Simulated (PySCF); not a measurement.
Isomers of C5H6ClF, one GFN2-xTB conformer each. Single-point energies are computed at PBE0/pcSseg-1 (PySCF, gas phase, no added dispersion term), electronic only.

Task: Rank them by PBE0/pcSseg-1 energy, lowest first (kcal/mol).
A. `[CH2:1]=[C:2]([F:3])/[C:4]([Cl:5])=[CH:6]\[CH3:7]` with C1–C2–C4–Cl5 -1°
B. `F[C@@H]1[C@@H](Cl)C12CC2`

Result: A (0.0), B (17.0).

As drawn, the lower has a C=C bond outside aromatic rings, which the higher lacks; the higher has a three-membered ring and a quaternary carbon, which the lower lacks. GFN2-xTB itself gives, in the same order: 0.0, 5.8. Both levels put the same isomer lowest.

Task: Which frontier levels, dipoles and rotational constants go with these structures?

Result: 
```csv
SMILES,"HOMO (eV, PBE0/pcSseg-1)",LUMO (eV),dipole (D),"A, B, C (MHz)"
C=C(F)/C(Cl)=C\C,-6.93,-1.31,0.84,"2678, 1961, 1140"
F[C@@H]1[C@@H](Cl)C12CC2,-7.81,0.50,1.80,"2780, 1790, 1214"
```
